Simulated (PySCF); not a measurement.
Germanium monoxide, GeO.
SMILES: `[Ge-]#[O+]`

Computed with PySCF 2.14.0, PBE0-D3(BJ)/def2-SVP geometry optimisation, gas phase.

Take the most abundant isotopes and a rigid rotor. 

Q: What are the moment of inertia and the rotational constant?

A: I = 34.662 u·Å², B = 505379 MHz·u·Å²/I = 14580 MHz (0.4863 cm⁻¹, or 0.700 K as hB/k). For two atoms I = μr² with μ = 13.1496 u and r = 1.6236 Å.

Q: List the first levels of a rigid rotor in a Σ state.

A: E(J) = BJ(J+1): J = 1: 0.973, J = 2: 2.918, J = 3: 5.836, J = 4: 9.727, J = 5: 14.590, J = 6: 20.426 cm⁻¹.

Q: Where do the first rotational lines fall?

A: The dipole is 3.04 D; J+1 ← J lies at 2B(J+1): 1 ← 0 at 29.16 GHz, 2 ← 1 at 58.32 GHz, 3 ← 2 at 87.48 GHz, 4 ← 3 at 116.64 GHz, 5 ← 4 at 145.80 GHz, 6 ← 5 at 174.96 GHz.

Q: Estimate the classical rotational partition function at 25 K, 100 K and 298.15 K.

A: Point group C∞v, symmetry number σ = 1; q = kT/(σhB), k/h = 20836.6 MHz/K: 35.7 at 25 K, 143 at 100 K, 426 at 298.15 K.

No frequency check. These are rigid-rotor constants of the computed structure; measured ground-state constants (B0) also hold zero-point vibration.
